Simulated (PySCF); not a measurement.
**Working out the excitation energy of Se**

Se [Ar] 3d10 4s2 4p4 (3P) → Se [Ar] 3d10 4s2 4p3 5s1 (5S). All numbers are calculated (PySCF 2.14, a scalar-relativistic core potential, in aug-cc-pVTZ-PP with ECP10MDF (6s5p4d2f, 55 functions)). Frozen: 3s2 3p6 3d10. Energies in hartree (1 hartree = 27.21139 eV):

```tsv
part	Se (lower)	Se (upper)
UHF	-371.862673	-371.669336
MP2 opposite-spin	-0.078570	-0.059620
MP2 same-spin	-0.023236	-0.027958
```

**Question.** What does Hartree-Fock give?

**Answer.** (-371.669336) − (-371.862673) = 0.193337 hartree = 5.261 eV.

**Question.** What do MP2 and SCS-MP2 (6/5 opposite-spin, 1/3 same-spin) give?

**Answer.** The opposite-spin parts differ by 0.516 eV and the same-spin parts by -0.128 eV. MP2: 5.261 + (0.516) + (-0.128) = 5.649 eV. SCS-MP2: 5.261 + 1.2 × (0.516) + (-0.128)/3 = 5.838 eV.

Measured between the centres of the two terms (NIST): 5.857 eV, so MP2 (valence) is off by -0.208 eV.

What remains against the reference includes basis incompleteness, the frozen core and correlation beyond second order.
